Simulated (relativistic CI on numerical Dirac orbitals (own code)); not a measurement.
## Ti³⁺ in a cubic cluster: 2p photoemission with charge transfer

Computed with a charge-transfer multiplet model of a cubic metal-ligand cluster with up to 2 ligand holes, Slater and spin-orbit integrals from Dirac-Coulomb-Breit ions, Slater integrals scaled by 0.7. The ground state mixes d1 with configurations of k ligand holes L, whose averages lie at kΔ + k(k − 1)U_dd/2; a core hole lowers each added d electron by U_cd. 300 K, Lorentzian 0.6 eV and Gaussian 0.8 eV FWHM.

Atomic integrals in eV (Slater integrals scaled, ζ unscaled), ground: F2dd 5.756, F4dd 3.579, zeta_d 0.017; with the core hole: F2dd 5.756, F4dd 3.579, zeta_d 0.032, zeta_core 3.741, F2cd 4.433, G1cd 3.312, G3cd 1.881. Where a configuration has fewer than two d electrons, the dd integrals are those of d2.

Cluster parameters (eV): Δ = 3.7, U_cd = 6.1, 10Dq = 1.45, 10Dq(ligand) = 1.3, V(eg) = 1.55, V(t2g) = -0.77, final-state hopping factor = 0.9.

```csv
Case,n_d,d1,d2L,d3L2,S
U_dd = 3.4 eV,1.43,0.61,0.35,0.04,0.50
U_dd = 5.5 eV,1.40,0.63,0.34,0.03,0.50
U_dd = 7.6 eV,1.38,0.64,0.33,0.02,0.50
```

Weights, n_d and S are thermal averages at 300 K. Binding energies count from the first peak over 30 % of the highest in each spectrum, which can be another peak from case to case. The parameters are a model scan and need not match a compound or its usual spin state. Peaks in eV (height, largest 100):
- U_dd = 3.4 eV: 0.0 (100), 6.3 (77), 12.6 (20)
- U_dd = 5.5 eV: 0.0 (100), 6.4 (68), 12.8 (17)
- U_dd = 7.6 eV: 0.0 (100), 6.4 (61), 13.1 (15)

Curve for U_dd = 3.4 eV (points under 2 left out, the grid thinned):

E (eV), Intensity and a bar:
```
     -3.4        2.0 
     -3.0        2.6 
     -2.5        3.7 #
     -2.0        5.9 #
     -1.6       10.1 ###
     -1.2       21.2 ######
     -0.7       56.9 #################
     -0.2       96.5 ##############################
      0.2       94.7 #############################
      0.6       69.3 #####################
      1.1       41.0 ############
      1.6       25.9 ########
      2.0       20.3 ######
      2.4       18.5 #####
      2.9       18.0 #####
      3.4       17.7 #####
      3.8       17.5 #####
      4.2       17.6 #####
      4.7       20.0 ######
      5.2       31.0 #########
      5.6       49.7 ###############
      6.0       70.5 ######################
      6.5       75.9 #######################
      7.0       60.6 ###################
      7.4       44.4 #############
      7.8       31.4 #########
      8.3       23.0 #######
      8.8       19.3 #####
      9.2       16.6 #####
      9.6       13.6 ####
     10.1       10.3 ###
     10.6        8.8 ##
     11.0        8.9 ##
     11.4       10.0 ###
     11.9       13.7 ####
     12.4       18.9 #####
     12.8       19.5 ######
     13.2       16.2 #####
     13.7       10.8 ###
     14.2        7.2 ##
     14.6        5.8 #
     15.0        4.9 #
     15.5        3.7 #
     16.0        2.5 
     16.4        2.0
```

For the case U_dd = 5.5 eV, Δ = 3.7 eV is smaller than U_dd = 5.5 eV, the charge-transfer side of the Zaanen-Sawatzky-Allen scheme. With the core hole the average of the configuration with one ligand hole lies at Δ − U_cd = -2.4 eV before mixing: the effective hopping of about 3.1 eV (from the holes of the mixed ground state) is comparable with this gap or larger, so the configurations mix strongly.

With at most 2 ligand holes the space is cut while the next configuration still counts, so covalency is underestimated, and a final configuration with one more ligand hole, which can lie low, is missing from the spectra.
